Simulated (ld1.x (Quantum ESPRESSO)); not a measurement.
**Cutoff test, Li, TM**

lithium, norm-conserving Troullier–Martins (Kleinman–Bylander form), made with ld1.x (Quantum ESPRESSO) 7.5 (PBEsol, non-relativistic). Core none, reference 1s2 2s1 2p0. Waves: 2p (bound, empty): rc 4.20 bohr; 1s (bound): rc 0.45 bohr. Local part: the s channel. Core correction: none.

Occupied shells without a wave of their own: 2s. They enter only through the test configuration that unscreens the potential.

The pseudo-atom Hamiltonian at the reference potential is diagonalised in spherical Bessel functions j_l(qr) that vanish at 20 bohr, with q² up to the cutoff. All-electron valence levels (Ry): 2p -0.0776, 1s -3.7755, 2s -0.2074.

Problem. How do the lowest levels (Ry) of each channel move with the cutoff, and are there ghosts?

Solution.

```
cutoff (Ry)     p #1     p #2     s #1     s #2    d #1    d #2    f #1    f #2  Σ f·Δε (mRy)
          8  -0.0775   0.0397  -1.6959  -0.1257  0.0453  0.1364  0.0988  0.2227        4240.5
         18  -0.0775   0.0397  -2.3646  -0.1573  0.0453  0.1364  0.0988  0.2227        2871.6
         35  -0.0775   0.0397  -2.8768  -0.1777  0.0453  0.1364  0.0988  0.2227        1826.8
         55  -0.0775   0.0397  -3.2216  -0.1897  0.0453  0.1364  0.0988  0.2227        1125.3
         90  -0.0775   0.0314  -3.5017  -0.1990  0.0453  0.1364  0.0988  0.2227         555.7
        140  -0.0775   0.0015  -3.6734  -0.2043  0.0453  0.1364  0.0988  0.2227         207.0
        230  -0.0775  -0.0168  -3.7603  -0.2069  0.0453  0.1364  0.0988  0.2227          30.7
        400  -0.0775  -0.0251  -3.7754  -0.2073  0.0453  0.1364  0.0988  0.2227           0.0
```

Result: no extra level below or beside the all-electron valence levels (p, s, d, f tested); 10 mRy is reached at 300 Ry and 1 mRy at over 300 Ry.

1 of 4 tests not solved or not reliable.
